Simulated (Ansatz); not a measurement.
Molecule: ethoxy(difluoro)borane, C2H5BF2O, charge 0, multiplicity 1. 
Geometry from a B3LYP-D3(BJ)/def2-TZVP (Ansatz, a first-principles code) optimisation:
SMILES: CCOB(F)F
```xyz
11

C     -2.1692    -0.4595     0.6482
C     -0.9372    -1.1809     0.1432
O      0.2590    -0.5035     0.5666
B      0.8685     0.4175    -0.1909
F      1.9553     1.0256     0.2649
F      0.4328     0.7602    -1.4053
H     -2.2434     0.5374     0.2107
H     -3.0665    -1.0184     0.3753
H     -2.1395    -0.3622     1.7340
H     -0.8720    -2.1847     0.5621
H     -0.9482    -1.2614    -0.9453
```

Dipole moments at this geometry, in debye (magnitudes).

```csv
level,program,dipole (D)
PBE/def2-TZVPD,Ansatz,2.53
revPBE/def2-TZVPD,Ansatz,2.49
r2SCAN/def2-TZVPD,Ansatz,?
HSE06/def2-TZVPD,Ansatz,2.60
wB97M-V/def2-TZVPD,Ansatz,2.59
CCSD(T)/aug-cc-pVDZ,Ansatz,?
```

### Question
Complete the blanks.

### Answer

- r2SCAN/def2-TZVPD, dipole (D): 2.56
- CCSD(T)/aug-cc-pVDZ, dipole (D): 2.60
